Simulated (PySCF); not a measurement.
Screening by computed properties: pick the candidate that meets the target.

All species are isolated and taken at one optimised geometry, non-relativistic unless stated; the electronic structure was computed with PySCF and density fitting.

Dipoles, sizes and rotational constants follow the conformer. The torsions of the flexible species, by atom-mapped SMILES:
- `[CH3:1][C:2]1=[CH:3][C@@H:4]1[C@@:5]1([CH3:6])[CH2:7][CH2:8][SiH2:9]1`: C3–C4–C5–C6 91°
- `[CH3:1][O:2][C@:3]([CH3:4])(/[CH:5]=[C:6](/[CH3:7])[F:8])[SiH2:9][F:10]`: C1–O2–C3–C4 51°, O2–C3–C5–C6 -177°, O2–C3–Si9–F10 -69°
- `[CH3:1][CH2:2][C@@H:3]([O:4][CH2:5][F:6])[CH:7]([F:8])[F:9]`: C1–C2–C3–O4 69°, C2–C3–O4–C5 -143°, C3–O4–C5–F6 70°, C2–C3–C7–F8 58°
- `[CH3:1][O:2][C@:3]([CH3:4])(/[CH:5]=[C:6](\[CH3:7])[F:8])[SiH2:9][F:10]`: C1–O2–C3–C4 59°, O2–C3–C5–C6 -34°, O2–C3–Si9–F10 68°
- `[CH3:1][C:2]([CH3:3])([CH2:4][C:5]([F:6])([F:7])[F:8])[C:9](=[O:10])[F:11]`: C1–C2–C4–C5 170°, C2–C4–C5–F6 -80°, C1–C2–C9–O10 94°
- `[CH2:1]=[C:2]([C:3]#[N:4])[CH2:5][SiH2:6][C:7]([CH3:8])=[O:9]`: C1–C2–C5–Si6 -103°, C2–C5–Si6–C7 62°, C5–Si6–C7–C8 -158°

Question: Wanted: smallest rotational constant below 0.7 GHz (GFN2-xTB) and HOMO–LUMO gap above 6.5 eV (PBE0/pcSseg-1), at GFN2-xTB geometries. Which candidate meets both?
A. `C=C=C(C#N)C#N`
B. `CC1=C[C@@H]1[C@@]1(C)CC[SiH2]1`
C. `CC[C@@H](OCF)C(F)F`
D. `CO[C@](C)(/C=C(/C)F)[SiH2]F`

Answer: D. Computed values:
```
                       species  smallest rotational constant  HOMO–LUMO gap
   CO[C@](C)(/C=C(/C)F)[SiH2]F                     0.617 GHz        7.08 eV
            CC[C@@H](OCF)C(F)F                     0.821 GHz       10.30 eV
CC1=C[C@@H]1[C@@]1(C)CC[SiH2]1                     0.991 GHz        6.89 eV
                 C=C=C(C#N)C#N                     1.424 GHz        6.18 eV
```

Question: Wanted: HOMO energy above -6.8 eV (PBE0/pcSseg-1) and dipole moment below 2.8 D (PBE0/pcSseg-1), at GFN2-xTB geometries. Which candidate meets both?
A. `C=C=C(C#N)C#N`
B. `CO[C@](C)(/C=C(\C)F)[SiH2]F`
C. `C=C(C#N)C[SiH2]C(C)=O`
D. `CC(C)(CC(F)(F)F)C(=O)F`
E. `CC[C@@H](OCF)C(F)F`
F. `CC1=C[C@@H]1[C@@]1(C)CC[SiH2]1`

Answer: F. Computed values:
```csv
species,HOMO energy,dipole moment
CC(C)(CC(F)(F)F)C(=O)F,-9.02 eV,3.91 D
C=C=C(C#N)C#N,-8.76 eV,5.51 D
CC[C@@H](OCF)C(F)F,-8.52 eV,1.18 D
C=C(C#N)C[SiH2]C(C)=O,-7.09 eV,3.05 D
CO[C@](C)(/C=C(\C)F)[SiH2]F,-6.90 eV,2.51 D
CC1=C[C@@H]1[C@@]1(C)CC[SiH2]1,-6.76 eV,0.93 D
```
